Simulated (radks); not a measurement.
Values are calculated unless marked as measured or tabulated.
Ionisation of the antimony ion Sb+, [Kr] 4d10 5s2 5p2, to [Kr] 4d10 5s2 5p1 as the strength of local exchange is varied. Code: a radial shooting solver on a logarithmic mesh with Libxc functionals. Model: scalar-relativistic Kohn-Sham, Slater X-alpha exchange (alpha = 2/3 is LDA exchange), no correlation, spin-polarised, spherical densities, finite nucleus; open shells are filled with parallel spins first (spin-orbit coupling, left out, can overturn this in heavy ions); Fermi nuclear charge, rms radius 4.6802 fm.

alpha	E(Sb+) (hartree)	exchange (hartree)	IE (eV)	-e of the level emptied (eV)	<r> of it (bohr)
0.667	-6470.75506	-159.55486	15.741	11.864 (5p)	2.685
0.894	-6525.40477	-215.58188	18.279	14.311 (5p)	2.541
0.971	-6544.04215	-234.78480	19.180	15.187 (5p)	2.497
1.012	-6553.98656	-245.05062	19.668	15.662 (5p)	2.474
1.037	-6560.05725	-251.32420	19.968	15.955 (5p)	2.461

NIST Atomic Spectra Database: 16.63 eV (measured). The Delta-SCF value meets it near alpha = 0.75. Open shells are spherical and high-spin; term and fine-structure splittings are not resolved. Spin-orbit splitting is averaged out at the scalar-relativistic level.
